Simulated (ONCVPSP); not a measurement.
## Logarithmic derivatives: fluorine, ONCV

```
Element                 : F
Generator               : ONCVPSP 4.0.1
Type                    : optimised norm-conserving Vanderbilt (ONCV)
Functional              : PBEsol
Relativity              : fully relativistic
Frozen core             : [He]
Valence charge          : 7
Reference configuration : 2s2 2p4 (charge +1)
Partial waves           : 2s: rc 0.80 bohr, ncon 4, nbas 9, qcut 7.3 1/bohr, 2 projectors, debl 3.6 Ha; 2p: rc 1.15 bohr, ncon 4, nbas 7, qcut 12.6 1/bohr, 2 projectors, debl 0.9 Ha; d scattering state at 0.2 Ha: rc 1.05 bohr, ncon 4, nbas 8, qcut 9.7 1/bohr, 2 projectors, debl 3.9 Ha
Local potential         : polynomial inside 0.70 bohr (lpopt 5, dvloc0 4 Ha)
Core correction         : none
```

Open shells are filled in proportion to 2j + 1.

In the p channel the program set the typed energies aside and used -1.036, 0.250 Ha (j = l + 1/2; the other j can differ).

The phase is arctan(r·R′/R) of the radial function R(r), unwrapped; energies in Ha, scanned from -3 to 5 Ha. A pole is an energy at which the radial function vanishes at the test radius. The pseudo phase is shifted by a multiple of π to meet the all-electron one at the reference energy, and phase errors are pseudo minus all-electron; the curves can meet again beyond the range given. Levels narrower than the energy grid can be missing from the lists of poles.

Q: For each channel, where are the poles, and over which energies does the pseudopotential scatter like the atom?

A:

| channel | radius (bohr) | reference energy (Ha) | poles, all-electron | poles, pseudo | unbroken range about the reference energy with phases within 0.05 rad | phase error 1 Ha above the reference energy (rad) |
| --- | --- | --- | --- | --- | --- | --- |
| s | 0.81 | -1.73 | none | none | the whole range | -0.000 |
| p3/2 | 1.17 | -1.04 | 0.42 | 0.42 | the whole range | -0.000 |
| p1/2 | 1.17 | -1.04 | 0.41 | 0.41 | the whole range | -0.000 |
| d5/2 | 1.07 | 0.20 | none | none | the whole range | +0.000 |
| d3/2 | 1.07 | 0.20 | none | none | the whole range | +0.000 |

Phases in the s channel:

```csv
E (Ha),all-electron,pseudo
-2.98,-0.473,-0.473
-2.76,-0.556,-0.556
-2.54,-0.633,-0.633
-2.32,-0.706,-0.706
-2.10,-0.773,-0.773
-1.88,-0.834,-0.834
-1.66,-0.891,-0.891
-1.44,-0.943,-0.943
-1.22,-0.990,-0.990
-1.00,-1.033,-1.033
-0.78,-1.073,-1.073
-0.56,-1.109,-1.109
-0.34,-1.143,-1.143
-0.12,-1.174,-1.174
0.10,-1.202,-1.202
0.32,-1.228,-1.228
0.54,-1.253,-1.253
0.76,-1.276,-1.276
0.98,-1.297,-1.297
1.20,-1.317,-1.317
1.42,-1.335,-1.335
1.64,-1.353,-1.353
1.86,-1.369,-1.369
2.08,-1.385,-1.385
2.30,-1.400,-1.400
2.52,-1.414,-1.414
2.74,-1.427,-1.427
2.96,-1.440,-1.440
3.18,-1.452,-1.452
3.40,-1.463,-1.463
3.62,-1.474,-1.475
3.84,-1.485,-1.485
4.06,-1.496,-1.496
4.28,-1.506,-1.506
4.50,-1.515,-1.515
4.72,-1.525,-1.525
4.94,-1.534,-1.534
```
